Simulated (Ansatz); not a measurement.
`[F][Sn][O][SiH3]` and `C[O][Sn][F]` differ in one atom or group.

Ansatz, PBE0-D4/def2-TZVP geometries, multiplicity 1. Each molecule was computed in one conformer, which needn't be the lowest.

Elements past krypton have def2 core potentials.

| property | `[F][Sn][O][SiH3]` |
| --- | --- |
| LUMO energy (PBE/def2-TZVPP) / eV | -3.28 |
| size of the dipole moment (ωB97M-V/def2-TZVPP) / D | 3.09 |
| HOMO–LUMO gap (PBE/def2-TZVPP) / eV | 3.81 |
| size of the dipole moment (B3LYP/def2-TZVPP) / D | 3.08 |
| HOMO–LUMO gap (B3LYP/def2-TZVPP) / eV | 5.36 |
| HOMO energy (B3LYP/def2-TZVPP) / eV | -8.22 |

Question: What does the change do to each property? (Estimate.)

Answer: Computed: 
```csv
property,`C[O][Sn][F]`,shift
LUMO energy (PBE/def2-TZVPP) / eV,-2.92,0.36
size of the dipole moment (ωB97M-V/def2-TZVPP) / D,1.84,-1.25
HOMO–LUMO gap (PBE/def2-TZVPP) / eV,3.57,-0.24
size of the dipole moment (B3LYP/def2-TZVPP) / D,1.84,-1.24
HOMO–LUMO gap (B3LYP/def2-TZVPP) / eV,5.12,-0.24
HOMO energy (B3LYP/def2-TZVPP) / eV,-7.64,0.58
```

With PBE0 the HOMO rises by 0.57 eV and the LUMO rises by 0.32 eV, so the gap narrows by about 0.25 eV. PBE moves the HOMO by 0.60 eV and ωB97M-V by 0.52 eV. Dipoles are sizes alone; their direction can turn.

B3LYP here is the variant with VWN-RPA as its local correlation; programs differ in this.
